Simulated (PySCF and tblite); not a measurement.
Molecule: C₃H₉BF₂O₂, numbered as in [BH3-:1][O+:2]([CH3:3])[CH2:4][O:5][CH:6]([F:7])[F:8]; H named by carrier, a and b as here (out-of-plane angle 0°, Å):

```
B1      -1.316    0.579    1.049
O2      -0.532   -0.496    0.005
C3      -1.273   -1.154   -1.011
C4       0.821   -0.787    0.057
O5       1.538   -0.165   -0.990
C6       1.700    1.183   -0.854
F7       2.060    1.676   -2.043
F8       2.716    1.454    0.001
H1a     -2.130   -0.092    1.581
H1b     -0.446    0.952    1.758
H1c     -1.752    1.413    0.329
H3a     -1.194   -2.239   -0.895
H3b     -0.914   -0.865   -2.003
H3c     -2.308   -0.845   -0.888
H4a      1.006   -1.860   -0.088
H4b      1.191   -0.458    1.035
H6       0.805    1.718   -0.492
```

The mean out-of-plane torsion at O2 (0° is planar) is held and the rest relaxed at GFN2-xTB. Energies: PBE0/pcSseg-1 + D3(BJ). Couplings: B3LYP/6-31G* with H pcJ-1 F pcJ-1 B pcJ-1, gas phase, for ¹H, ¹⁹F, ¹¹B. (tblite 0.8, PySCF 2.14.)

One held structure gave ²J(F8,H6) = 92.3, ²J(F7,F8) = 141.4, ³J(B1,H4a) = 2.2, ²J(F7,H6) = 74.3, ²J(H4a,H4b) = -11.4, ⁴J(F7,H4a) = 0.8, ⁴J(F7,H4b) = -2.2, ⁴J(F8,H4b) = 1.4 Hz. Computed couplings to fluorine can be off by tens of per cent at such levels.

**Question.** At which out-of-plane angle was it held?
A. 23°
B. -39°
C. 38°
D. -23°
E. 0°

**Answer.** A. It lies 0.00 kcal/mol above the lowest point.
